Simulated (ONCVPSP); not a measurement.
**Reading a pseudo-wave (P)**

Columns: radius, all-electron u(r) and pseudo u(r) of the 3p shell (level -24.28 eV) of phosphorus in the configuration [Ne] 3s2 3p1; PBE, scalar-relativistic, ONCV scheme, ONCVPSP 4.0.1.

```csv
r (bohr),all-electron,pseudo
0.073,-0.1028,0.0039
0.146,-0.2460,0.0152
0.219,-0.3352,0.0333
0.292,-0.3592,0.0581
0.365,-0.3298,0.0892
0.438,-0.2631,0.1264
0.511,-0.1734,0.1687
0.584,-0.0717,0.2148
0.657,0.0342,0.2637
0.730,0.1386,0.3150
0.803,0.2380,0.3681
0.876,0.3301,0.4218
0.949,0.4134,0.4746
1.022,0.4874,0.5247
1.095,0.5520,0.5716
1.168,0.6074,0.6154
1.241,0.6538,0.6560
1.314,0.6917,0.6919
1.387,0.7212,0.7212
1.460,0.7431,0.7431
1.533,0.7579,0.7579
1.606,0.7662,0.7662
1.679,0.7687,0.7686
1.752,0.7660,0.7659
1.825,0.7587,0.7587
1.898,0.7476,0.7476
```

(1) How many radial nodes do the two functions have?

(2) At about which radius was the pseudo-wave matched?

(3) Is the pseudo-wave norm-conserving?

Answers

(1) The all-electron 3p function has n − l − 1 = 1; the pseudo-wave has 0, since the states of the same l below it are removed with the core.

(2) 1.40 bohr. The columns agree to 0.0005 from 1.31 bohr on; several derivatives are matched, so the curves merge somewhat inside the radius.

(3) Yes: the ONCV scheme keeps the norm inside the radius equal to the all-electron one, which fixes the energy derivative of the logarithmic derivative at the level.
